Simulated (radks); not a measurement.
Values are calculated unless marked as measured or tabulated.
Task: Ionisation of the lutetium ion Lu23+, [Kr] 4d10 4f2, to [Kr] 4d10 4f1 as the strength of local exchange is varied. Code: a radial shooting solver on a logarithmic mesh with Libxc functionals. Model: Dirac Kohn-Sham, Slater X-alpha exchange (alpha = 2/3 is LDA exchange), no correlation, spin-unpolarised, spherical densities, point nucleus; open shells fill j = l - 1/2 first.

alpha  E(Lu23+) (hartree)  exchange (hartree)  IE (eV)  -e of the level emptied (eV)  <r> of it (bohr)
0.667         -14348.9036           -260.0604   665.39                642.52 (4f5/2)            0.4843
0.727         -14372.3132           -283.8399   670.60                647.67 (4f5/2)            0.4823
0.789         -14396.5367           -308.4789   676.00                653.01 (4f5/2)            0.4803
0.823         -14409.8349           -322.0195   678.98                655.95 (4f5/2)            0.4792
x             -14329.8093           -240.6878   661.16                638.34 (4f5/2)            0.4859

Which alpha was used in the last row?

Result: alpha = 0.618. NIST Atomic Spectra Database: 670 +/- 30 eV (theoretical). The Delta-SCF value meets it near alpha = 0.72. Spin polarisation and multiplet splitting are left out, so open shells lie too high by an amount that depends on their filling.

Beside tabulated values, note that spin-unpolarised runs miss the spin-polarisation part of the exchange energy of open shells.
